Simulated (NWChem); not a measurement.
System: TiNH3SO; SMILES [NH2][Ti]([OH])=[S]

```xyz
7

Ti     0.0115    -0.3087    -0.1589
S     -0.2326     1.7331     0.0525
O     -1.3690    -1.4181     0.0946
H     -2.2987    -1.2883     0.3067
N      1.7555    -0.9280     0.0887
H      2.0205    -1.9002     0.2402
H      2.5686    -0.3307     0.2244
```
Atoms are numbered in this order, from 1.

Level: PBE0/def2-SVP (NWChem), optimised geometry, unscaled harmonic frequencies. 

| frequency (cm⁻¹) | IR intensity (km/mol) |
|---|---|
| 56 | 11.0 |
| 163 | 4.4 |
| 180 | 11.3 |
| 445 | 1.1 |
| 461 | 98.7 |
| 486 | 121.4 |
| 495 | 11.8 |
| 581 | 238.5 |
| 612 | 39.5 |
| 744 | 214.3 |
| 817 | 210.3 |
| 1493 | 41.9 |
| 3559 | 79.0 |
| 3660 | 30.8 |
| 3927 | 214.8 |

The zero-point energy comes out as 25.3 kcal/mol and the thermal correction to the enthalpy at 298.15 K (with zero-point energy) comes out as 29.8 kcal/mol. The heat capacity Cv is 20.5 cal/(mol K), the entropy at 298.15 K and 1 atm (symmetry number 1) is 80.3 cal/(mol K) and the dipole moment is 3.55 D.

Rigid rotor and harmonic oscillator; modes under 100 cm⁻¹ make the entropy uncertain.
